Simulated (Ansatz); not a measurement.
H3B3Cl3N3, charge +1, doublet, at a GFN2-xTB geometry (a state made from the parent by changing its charge; the spin is typed, not shown lowest); Ansatz (an electronic-structure program) with CCSD(T)/STO-3G.

Input for Ansatz:
Ansatz 0.2 input:
```yaml
crystal:
  periodic: [false, false, false]
  atoms:
    - {symbol: Cl, position_ang: [-1.65132389, -2.57864702, -0.80390143]}
    - {symbol: B, position_ang: [-0.74913786, -1.16982630, -0.36469708]}
    - {symbol: N, position_ang: [-1.39838151, 0.07266979, -0.12961545]}
    - {symbol: B, position_ang: [-0.67903341, 1.24404417, 0.23232042]}
    - {symbol: Cl, position_ang: [-1.49679272, 2.74224541, 0.51210369]}
    - {symbol: N, position_ang: [0.73351184, 1.14542527, 0.35708998]}
    - {symbol: B, position_ang: [1.42817127, -0.07421787, 0.13237665]}
    - {symbol: Cl, position_ang: [3.14811661, -0.16359839, 0.29179773]}
    - {symbol: N, position_ang: [0.66486967, -1.21809506, -0.22747453]}
    - {symbol: H, position_ang: [-2.40491135, 0.12497619, -0.22291032]}
    - {symbol: H, position_ang: [1.26148045, 1.96988176, 0.61411692]}
    - {symbol: H, position_ang: [1.14343090, -2.09485796, -0.39120660]}
basis:
  gaussian:
    orbitals: STO-3G
total_charge: 1
magnetization: {spin_polarized: true, initial_magnetization: 1}
correlation: {method: ccsd_t, electrons: outside_noble_gas}
accuracy: high
```

**Question.** Predict the main parts of the log of this Ansatz run.

**Answer.** 
```
Functional definition: HF
1335 factors; integrals over basis functions are off by at most 3.5e-8 eV
mean field evaluation 1: about -43532.8345 eV, gradient 2.3e1 eV
mean field evaluation 2: about -43533.0716 eV, gradient 2.4e1 eV
mean field evaluation 4: about -43538.0383 eV, gradient 2.6e0 eV
mean field evaluation 8: about -43538.1930 eV, gradient 1.5e-1 eV
mean field evaluation 16: about -43538.3398 eV, gradient 3.1e-2 eV
mean field evaluation 32: about -43538.1935 eV, gradient 1.2e-4 eV
mean field evaluation 64: about -43538.1913 eV, gradient 3.4e-1 eV
mean field evaluation 96: about -43538.3319 eV, gradient 6.8e-1 eV
mean field evaluation 128: about -43536.5647 eV, gradient 1.5e0 eV
mean field evaluation 160: about -43533.7508 eV, gradient 1.5e1 eV
mean field evaluation 192: about -43538.3399 eV, gradient 2.6e-3 eV
mean field evaluation 224: about -43531.9829 eV, gradient 2.1e1 eV
mean field evaluation 256: about -43534.1087 eV, gradient 9.5e0 eV
mean field evaluation 288: about -43536.6659 eV, gradient 4.2e-1 eV
mean field evaluation 320: about -43536.1770 eV, gradient 1.7e-2 eV
mean field evaluation 352: about -43538.1922 eV, gradient 2.3e-1 eV
mean field evaluation 384: about -43533.9845 eV, gradient 9.7e0 eV
mean field evaluation 416: about -43535.8353 eV, gradient 6.2e-4 eV
mean field -43538.33990439 eV, -1600.0044801396 hartree, gradient 2.2e-8 eV, S^2 0.777481; 17 other end points of the search recorded, 0 dependent functions left out
determinant -43538.33990439 eV, -1600.0044801396 hartree, with singles and doubles -43547.69315071 eV, -1600.3482056022 hartree
determinant -43538.19352805 eV, -1599.9991009082 hartree, with singles and doubles -43547.74510113 eV, -1600.3501147448 hartree
determinant -43536.67385528 eV, -1599.9432539641 hartree, with singles and doubles -43546.04641965 eV, -1600.2876893518 hartree
determinant -43536.17699870 eV, -1599.9249948214 hartree, with singles and doubles -43546.09826533 eV, -1600.2895946452 hartree
determinant -43536.03951245 eV, -1599.9199422950 hartree, with singles and doubles -43546.12773740 eV, -1600.2906777239 hartree
determinant -43536.01333801 eV, -1599.9189804020 hartree, with singles and doubles -43546.24681526 eV, -1600.2950537546 hartree
determinant -43535.83531542 eV, -1599.9124381925 hartree, with singles and doubles -43545.76163353 eV, -1600.2772236548 hartree
determinant -43535.67688122 eV, -1599.9066158431 hartree, with singles and doubles -43545.73579013 eV, -1600.2762739273 hartree
determinant -43538.33990439 eV, -1600.0044801396 hartree, with singles and doubles -43547.72209192 eV, -1600.3492691717 hartree
determinant -43538.19352805 eV, -1599.9991009082 hartree, with singles and doubles -43547.74811099 eV, -1600.3502253552 hartree
21 core orbitals not correlated
reference -43538.33990439 eV, -1600.0044801396 hartree; 24, 23 occupied and 15, 16 virtual orbitals, 1335 factors
second order -7.76212392 eV of doubles, -0.00000000 eV of singles
cycle   1  -9.38218652 eV  change    1.0e-6 eV  update   2.4e-6
cycle   2  -9.38218501 eV  change    1.5e-6 eV  update   1.7e-6
cycle   3  -9.38218543 eV  change   -4.2e-7 eV  update   9.9e-7
cycle   4  -9.38218727 eV  change   -1.8e-6 eV  update   4.9e-7
cycle   5  -9.38218790 eV  change   -6.3e-7 eV  update   2.9e-7
cycle   6  -9.38218819 eV  change   -2.9e-7 eV  update   2.2e-7
cycle   7  -9.38218839 eV  change   -2.0e-7 eV  update   1.7e-7
cycle   8  -9.38218845 eV  change   -6.0e-8 eV  update   1.1e-7
cycle   9  -9.38218847 eV  change   -1.4e-8 eV  update   7.2e-8
cycle  10  -9.38218785 eV  change    6.1e-7 eV  update   1.3e-7
cycle  11  -9.38218774 eV  change    1.2e-7 eV  update   4.5e-8
cycle  12  -9.38218769 eV  change    4.4e-8 eV  update   2.1e-8
cycle  13  -9.38218767 eV  change    1.7e-8 eV  update   1.2e-8
cycle  14  -9.38218767 eV  change    4.3e-9 eV  update   6.6e-9
cycle  15  -9.38218767 eV  change    2.5e-9 eV  update   3.7e-9
cycle  16  -9.38218766 eV  change    2.6e-9 eV  update   2.3e-9
perturbative correction -0.35703045 eV, -0.0131206269 hartree
Total energy: -43548.07912250 eV, -1600.3623898037 hartree
```
